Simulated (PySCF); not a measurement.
CHF, SMILES [CH]F (connectivity only; charge and spin as stated), neutral, multiplicity 1. Atoms are numbered in the order given.

```xyz
3

C     -0.1883    -0.7007     0.0000
F      0.0307     0.5914     0.0000
H      0.8536    -1.1187     0.0000
```
Charge 0, spin multiplicity 1.

Geometry optimised at B3LYP-D3(BJ)/def2-TZVPD. The isomer is the one that the SMILES or the coordinates give; other isomers of the formula were not compared.

Two levels are set side by side: PBE/pcSseg-2 (PySCF) and B3LYP/pcSseg-2 (PySCF). GIAO shifts against CFCl3 (¹⁹F), TMS (¹H), TMS (¹³C) at the same level; non-relativistic, no solvent, atoms listed together averaged. Differences are taken from unrounded values.

| quantity | PBE |
|---|---|
| δ(¹³C) of C1 (ppm) | 773.4 |
| δ(¹⁹F) of F2 (ppm) | 760.1 |
| δ(¹H) of H3 (ppm) | 20.06 |

### Question
These are the PBE values. What does B3LYP give? (Estimate from the structure and the level; the computed values follow.)

### Answer

| quantity | B3LYP | PBE minus B3LYP |
|---|---|---|
| δ(¹³C) of C1 (ppm) | 767.3 | 6.1 |
| δ(¹⁹F) of F2 (ppm) | 699.7 | 60.5 |
| δ(¹H) of H3 (ppm) | 19.05 | 1.01 |

Rough cost on one machine, each run with all the roots and properties that it gave: B3LYP against PBE within a factor of 2.
